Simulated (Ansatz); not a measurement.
Species: C2HO, charge -1, multiplicity 1. It need not be the lowest isomer of its formula. Whether it binds its extra electron was not tested at this geometry. 
Coordinates optimised at B3LYP-D3(BJ)/def2-TZVP (Ansatz, a program for electronic structure):
```
C
O 1 1.2200
C 1 1.2560 2 173.04
H 3 1.0683 1 140.14 2 -180.00
```
Charge -1, spin multiplicity 1.

Basis-set convergence of Hartree-Fock and MP2 correlation energies (hartree) with Ansatz. Valence correlation only, unless marked. No spin-orbit coupling. No relativistic terms. This anion needs diffuse functions, which these sets lack.

| basis | functions | E(HF) | E(corr, MP2) |
|---|---|---|---|
| cc-pVDZ | 47 | -151.11709 | -0.44493 |
| cc-pVTZ | 104 | -151.16920 | -0.55482 |
| cc-pVQZ | 195 | ___ | ___ |

Question: What belongs in the gaps?

Answer: 
- cc-pVQZ, E(HF): -151.18376
- cc-pVQZ, E(corr, MP2): -0.59545
